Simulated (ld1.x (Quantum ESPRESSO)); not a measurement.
Cutoff test, N (Z = 7), ultrasoft

- Element: nitrogen
- Generator: ld1.x (Quantum ESPRESSO) 7.5
- Type: ultrasoft
- Functional: PBEsol
- Relativity: non-relativistic
- Frozen core: [He]
- Valence charge: 5
- Reference configuration: 2s2 2p1 (charge +2)
- Partial waves: 2s (bound): rcut 0.80, rcutus 0.95 bohr; 2s channel at -2.75 Ry: rcut 0.80, rcutus 0.95 bohr; 2p (bound): rcut 2.00, rcutus 2.50 bohr; 2p channel at 2 Ry: rcut 2.00, rcutus 2.50 bohr
- Local potential: all-electron potential smoothed inside 0.85 bohr (lloc = -1)
- Core correction: a·sin(br)/r model core, default radius (core density twice the valence density)
- Augmentation charge: PSQ, radius 0.90 bohr

The pseudo-atom Hamiltonian at the reference potential is diagonalised in spherical Bessel functions j_l(qr) that vanish at 20 bohr, with q² up to the cutoff. All-electron valence levels (Ry): 2s -3.5961, 2p -2.7464.

Q: How do the lowest levels (Ry) of each channel move with the cutoff, and are there ghosts?

A:

| cutoff (Ry) | s #1 | s #2 | p #1 | p #2 | d #1 | d #2 | f #1 | Σ f·Δε (mRy) |
| --- | --- | --- | --- | --- | --- | --- | --- | --- |
| 8 | -3.5645 | -0.9494 | -2.6731 | -0.7482 | -0.5752 | -0.2897 | -0.2591 | 136.5 |
| 12 | -3.5838 | -0.9569 | -2.7453 | -0.7596 | -0.5821 | -0.2923 | -0.2591 | 25.7 |
| 15 | -3.5840 | -0.9571 | -2.7461 | -0.7662 | -0.5840 | -0.2930 | -0.2591 | 24.5 |
| 21 | -3.5872 | -0.9577 | -2.7463 | -0.7710 | -0.5863 | -0.2939 | -0.2591 | 17.9 |
| 30 | -3.5927 | -0.9590 | -2.7464 | -0.7731 | -0.5871 | -0.2943 | -0.2591 | 6.8 |
| 40 | -3.5956 | -0.9599 | -2.7464 | -0.7736 | -0.5875 | -0.2944 | -0.2591 | 1.1 |
| 45 | -3.5958 | -0.9600 | -2.7464 | -0.7737 | -0.5876 | -0.2944 | -0.2591 | 0.7 |
| 55 | -3.5958 | -0.9601 | -2.7464 | -0.7738 | -0.5876 | -0.2945 | -0.2591 | 0.6 |
| 400 | -3.5961 | -0.9601 | -2.7464 | -0.7739 | -0.5877 | -0.2945 | -0.2591 | 0.0 |

Result: no extra level below or beside the all-electron valence levels (s, p, d, f tested); 10 mRy is reached at 30 Ry and 1 mRy at 45 Ry.

Test run stopped at test 1 of 7 (negative rho).
